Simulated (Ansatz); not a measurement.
Species: C₃H₃F, SMILES `C#CCF` (charge 0, multiplicity 1).

Problem. Give a relaxed geometry from B3LYP-D3(BJ)/def2-TZVP (Ansatz, an electronic-structure program).

Solution. the end point of this relaxation (outside a Z-matrix the atoms follow the SMILES, hydrogens last).
Bond lengths (Å): C1–C2 1.199, C1–H5 1.063, C2–C3 1.453, C3–F4 1.395, C3–H6 1.092, C3–H7 1.092. Angles (°): C2–C1–H5 179.8, C1–C2–C3 179.2, C2–C3–F4 111.2, C2–C3–H6 110.7, C2–C3–H7 110.7, F4–C3–H6 107.6, F4–C3–H7 107.6, H6–C3–H7 109.0.
